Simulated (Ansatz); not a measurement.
Relaxation of FGeH5Se (8 atoms, charge 0, multiplicity 1), to a largest force component of 0.03 eV/Å in at most 50 steps.

All numbers below come from Ansatz, RKS B3LYP-D4/def2-SVP.

```xyz
8
Properties=species:S:1:pos:R:3:forces:R:3
Ge -0.613 -0.155 -1.139 -0.14 -0.24 -0.31
F -0.344 -1.386 0.098 0.00 0.09 -0.03
H -0.245 1.218 -0.583 -0.01 0.01 0.00
H -2.106 -0.276 -1.494 -0.01 0.01 0.00
H 0.294 -0.583 -2.308 0.00 0.01 -0.01
H 0.348 -0.499 1.964 0.10 0.44 0.01
Se 0.731 0.933 2.148 0.04 -0.31 0.35
H 1.934 0.747 1.315 0.02 0.00 0.00
```

Question: Where does it end, and by what steps?

Answer: It converged. The force dipped under the threshold on the way, but the program's further checks kept it going. After 10 steps the energy has fallen by 0.115 eV; H8 moved furthest, 0.74 Å.

```csv
step,energy less start (eV),largest force component (eV/Å),accepted
0,0.0000,0.438,yes
1,-0.0745,0.266,yes
2,-0.0962,0.124,yes
3,-0.1011,0.064,yes
4,-0.1081,0.111,yes
5,-0.1127,0.037,yes
6,-0.1129,0.176,yes
7,-0.1144,0.065,yes
8,-0.1149,0.005,yes
9,-0.1152,0.050,yes
10,-0.1153,0.026,yes
```

```xyz
8
Properties=species:S:1:pos:R:3
Ge -0.738 -0.218 -1.326
F -0.319 -1.288 0.012
H -0.367 1.202 -0.872
H -2.248 -0.399 -1.554
H 0.097 -0.699 -2.524
H 0.440 -0.272 1.736
Se 0.887 0.877 2.546
H 2.248 0.798 1.982
```

Run time: 19 s on 2 threads of AMD EPYC 9R14 (Zen 4), on a shared host, peak memory 0.27 GiB.
